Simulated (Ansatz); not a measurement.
Basis-set extrapolation for C7H14O (`CCCC(=O)CCC`) (PBE0-D4/def2-TZVP geometry, frozen core, Ansatz). Multiplicity 1, RHF reference.

```json
{"": "HF", "def2-TZVPP": "-348.234191", "def2-QZVPP": "-348.250320"}
{"": "MP2 correlation", "def2-TZVPP": "-1.436077", "def2-QZVPP": "-1.529742"}
{"": "CCSD(T) correlation", "def2-TZVPP": "-1.568606", "def2-QZVPP": "not run"}
```

Energies in hartree. Use E(X) = E(∞) + A·exp(−7.88·√X) for Hartree–Fock and E(X) = E(∞) + B·X^(−2.97) for correlation, with X = 3 and 4, and add CCSD(T) minus MP2 of the smaller set to the MP2 limit.

Problem. What is the CCSD(T) energy at the basis-set limit?

Solution. HF limit: -348.250320 + (-0.016129) × 0.13774 = -348.25254. MP2 limit: -1.529742 + (-0.093665) × 0.74074 = -1.59912. Higher-order term: -1.568606 − (-1.436077) = -0.13253. Total: -349.98419 hartree, 4.94 eV below CCSD(T)/def2-TZVPP.
